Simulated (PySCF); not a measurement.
Input for PySCF: D3(BJ) and D4 dispersion corrections on C3H8O2 (SMILES CC(O)CO).

```python
from pyscf import gto
from pyscf.dispersion import dftd3, dftd4

mol = gto.M(
    atom='''
    C     1.48912234    0.21027283    0.27388621
    C     0.09688877    0.36721535   -0.31022850
    O    -0.63487938    1.42444732    0.32991751
    C    -0.71978399   -0.91619166   -0.24291354
    O    -2.01636004   -0.73632141   -0.77787183
    H     2.03436237    1.15248655    0.21800427
    H     1.43905576   -0.09754315    1.32277020
    H     2.05605615   -0.54866728   -0.26876090
    H     0.15933113    0.68122604   -1.35461016
    H    -0.57061393    1.30174081    1.28517191
    H    -0.23700554   -1.70432816   -0.82422198
    H    -0.76922588   -1.25487702    0.80436829
    H    -2.32684774    0.12053978   -0.45551146
    ''',
    basis='def2-svp',
    charge=0, spin=0, verbose=0, max_memory=1800)
d3, d4 = {}, {}
for xc in ['hf', 'pbe', 'blyp', 'revpbe', 'tpss', 'r2scan', 'b3lyp', 'pbe0', 'bhlyp', 'camb3lyp', 'b2plyp']:
    d3[xc] = float(dftd3.DFTD3Dispersion(mol, xc=xc, version='d3bj', atm=False).get_dispersion()['energy'])
    print(f'D3(BJ) {xc:10s} {d3[xc]:14.8f} Eh')
for xc in ['hf', 'pbe', 'blyp', 'revpbe', 'tpss', 'r2scan', 'b3lyp', 'pbe0', 'bhlyp', 'camb3lyp', 'b2plyp']:
    d4[xc] = float(dftd4.DFTD4Dispersion(mol, xc={'camb3lyp': 'cam-b3lyp'}.get(xc, xc), atm=True).get_dispersion()['energy'])
    print(f'D4     {xc:10s} {d4[xc]:14.8f} Eh')
```

Output:

```
D3(BJ) hf            -0.06632873 Eh
D3(BJ) pbe           -0.00868614 Eh
D3(BJ) blyp          -0.01768526 Eh
D3(BJ) revpbe        -0.02282650 Eh
D3(BJ) tpss          -0.01063129 Eh
D3(BJ) r2scan        -0.00237542 Eh
D3(BJ) b3lyp         -0.01430783 Eh
D3(BJ) pbe0          -0.00721709 Eh
D3(BJ) bhlyp         -0.01065954 Eh
D3(BJ) camb3lyp      -0.00607701 Eh
D3(BJ) b2plyp        -0.00629029 Eh
D4     hf            -0.03047845 Eh
D4     pbe           -0.00781648 Eh
D4     blyp          -0.01770339 Eh
D4     revpbe        -0.02830155 Eh
D4     tpss          -0.01059552 Eh
D4     r2scan        -0.00200129 Eh
D4     b3lyp         -0.01239706 Eh
D4     pbe0          -0.00649696 Eh
D4     bhlyp         -0.00822959 Eh
D4     camb3lyp      -0.00641163 Eh
D4     b2plyp        -0.00545127 Eh
```

The run finished.

Cost: very roughly 0.020 core-seconds.
